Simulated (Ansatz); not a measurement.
Bend profile

GeH3Br (SMILES [GeH3][Br]), singlet, at its PBE0-D4/def2-TZVP minimum:

```
atom    x (Å)    y (Å)    z (Å)
 Ge1   0.1491  -0.0011  -0.1375
 Br2  -1.5388  -0.1665   1.4298
  H3   0.1386   1.4371  -0.6638
  H4  -0.1621  -1.0110  -1.2461
  H5   1.4632  -0.3322   0.5760
```

The angle H5–Ge1–H4 (111.7° at the minimum) is set to the values below, H5, with anything bonded beyond it, turning rigidly in the plane of the angle. Each method's energies count from its own value at the PBE0-D4 minimum structure. Ansatz 0.2.0; basis: def2-TZVPP; cores frozen in the correlated methods. Filled d shells of the heavier atoms are correlated. The def2 sets are not built for correlating such inner shells, so the correlated values are less sure here. B3LYP uses VWN-RPA correlation.

```tsv
angle (°)	CCSD(T) (kcal/mol)	PBE-D4 (kcal/mol)	HF (kcal/mol)
81.7	?	12.59	15.88
89.2	7.60	6.97	8.76
96.7	3.32	3.04	3.81
104.2	?	0.74	0.92
111.7	0.00	0.00	0.00
119.2	0.86	0.78	0.98
126.7	?	3.04	3.82
134.2	7.41	6.76	8.50
141.7	13.07	11.94	15.03
```

Problem. Fill in the withheld CCSD(T) values. (To be estimated.)

Solution. Computed: 13.72 kcal/mol at 81.7°; 0.80 kcal/mol at 104.2°; 3.34 kcal/mol at 126.7°. These count from the CCSD(T) energy at the PBE0-D4 minimum.

Minimum and curvature along this coordinate at CCSD(T): A fifth-order fit through the nearest points gives 111.5°, with a curvature of about 1.3 meV/deg².

Largest difference from the CCSD(T) curve over the scan: r2SCAN-D4 0.46; PBE0-D4 0.49; B3LYP-D4 0.29; wB97M-V 0.36 kcal/mol. Each curve counts from its own value at the minimum.

No T1 diagnostic of these runs exceeds 0.010.

For scale, one of the runs: CCSD(T)/def2-TZVPP, 138 basis functions (an equivalent command: `ansatz run in.yaml --threads 2`). Time: 16 s of wall clock on 2 CPU threads; the host was shared. Peak host memory: 0.8 GiB.
